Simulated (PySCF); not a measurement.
Te(SiH3)(GeH3) (GeH₆SiTe), SMILES [GeH3][Te][SiH3].

Geometry optimised at PBE-D3(BJ)/def2-SVP. The structure was generated by enumeration, and PubChem lists no compound with its InChIKey, so it may never have been made. The def2 effective core potentials stand for the cores of Te; spin–orbit coupling is left out.

Computed with TDDFT-PBE/def2-SVPD (PySCF 2.14.0).

Vertical excitations. The molecule is in vacuum.

```tsv
state	energy (eV)	λ (nm)	f	main pairs
S1	3.70	335	0.001	HOMO→LUMO 100 %
S2	4.15	299	0.016	HOMO→LUMO+1 99 %
S3	4.74	261	0.000	HOMO→LUMO+2 100 %
S4	4.94	251	0.006	HOMO→LUMO+3 99 %
S5	5.37	231	0.008	HOMO→LUMO+4 76 %, HOMO−1→LUMO 22 %
S6	5.69	218	0.001	HOMO→LUMO+5 100 %
S7	5.81	213	0.030	HOMO−1→LUMO 37 %, HOMO−2→LUMO 33 %, HOMO→LUMO+4 12 %, HOMO−2→LUMO+1 7 %
S8	5.92	209	0.002	HOMO→LUMO+6 79 %, HOMO−2→LUMO 13 %
S9	6.01	206	0.032	HOMO−1→LUMO+1 52 %, HOMO−2→LUMO+1 21 %, HOMO−2→LUMO 12 %, HOMO−1→LUMO 8 %
S10	6.01	206	0.036	HOMO→LUMO+7 98 %
T1	3.34	371	0	HOMO→LUMO 100 %
T2	3.78	328	0	HOMO→LUMO+1 100 %
T3	4.68	265	0	HOMO→LUMO+2 98 %
T4	4.76	261	0	HOMO→LUMO+3 98 %
```
Triplets are in the Tamm–Dancoff approximation, which puts them higher than full response would, so one can lie above its singlet here.
